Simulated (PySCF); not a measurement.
## C6H8NP: full NMR table

```yaml
Formula: C6H8NP
SMILES: Cc1cc(C)pcn1
InChI: InChI=1S/C6H8NP/c1-5-3-6(2)8-4-7-5/h3-4H,1-2H3
Point_group_of_the_computed_structure: Cs
Carbon_signals: 6
Proton_signals: 4
```

Atoms are numbered as in `[CH3:1][c:2]1[cH:3][c:4]([CH3:5])[p:6][cH:7][n:8]1`; H(Xn) means a hydrogen on atom n.

PySCF calculation with geometry: GFN2-xTB and PBE0/pcSseg-1 with gauge-including orbitals; rapidly exchanging positions averaged, one computed conformer, isolated molecule, no relativistic terms.

Referencing at the same level of theory: ¹H (σref 31.72), ¹³C (σref 186.93) vs TMS; H3PO4 for ³¹P (σref 318.38); NH3 for ¹⁵N (σref 267.73).

```tsv
carbon	δC, type	δH (multiplicity)	HMBC from (2–3 bonds)	span of the C tensor (ppm)
C1	29.6, CH3	2.91 (s)	H(C3)	58
C2	161.8, C	–	H(C7), H(C3), H(C1)	208
C3	129.8, CH	7.68 (m)	H(C1), H(C5)	211
C4	190.2, C	–	H(C7), H(C3), H(C5)	358
C5	28.2, CH3	2.86 (m)	H(C3)	45
C7	192.3, CH	10.50 (m)	–	318
```

Other nuclei:
| atoms | nucleus | environment | δ (ppm) | σ (ppm) |
| --- | --- | --- | --- | --- |
| P6 | ³¹P | phosphorus bonded to 2 C, in a 6-membered ring | 190.7 | 127.7 |
| N8 | ¹⁵N | pyridine-type ring nitrogen | 369.2 | -101.5 |

- δC 192.3: aromatic CH next to a ring nitrogen; the adjacent pyridine-type nitrogen withdraws density from it.
- δC 190.2: substituted aromatic carbon.
- δC 161.8: substituted aromatic carbon next to a ring nitrogen.
- δC 129.8: aromatic CH; the aromatic region.
- δH 10.50: hydrogen on an aromatic CH next to a ring nitrogen; ring current plus the neighbouring ring nitrogen.

Splittings by ³¹P in the carbon and heteronuclear signals aren't shown, as no couplings were computed. Shifts are as computed. Against solution values, carbons near 30 ppm lie about +3 ppm off and those near 130 ppm about +5 ppm. Of 1211 compounds with measured shifts, 218 miss one by over three times the rms of a fit or turn the order of signals round; such compounds aren't used in these exercises. Experimental scales use liquid or dissolved standards, which lie at an offset from isolated NH3 (liquid NH3: subtract about 20 ppm) and H3PO4. Unscaled 15N shifts of sp2 nitrogen come out 20 to 40 ppm too high even then. No couplings were computed; multiplicities are counted from neighbouring protons, with m where these are inequivalent, close in shift, in a saturated or five-membered ring or joined by F or P, and br s for small geminal =CH2 splittings.
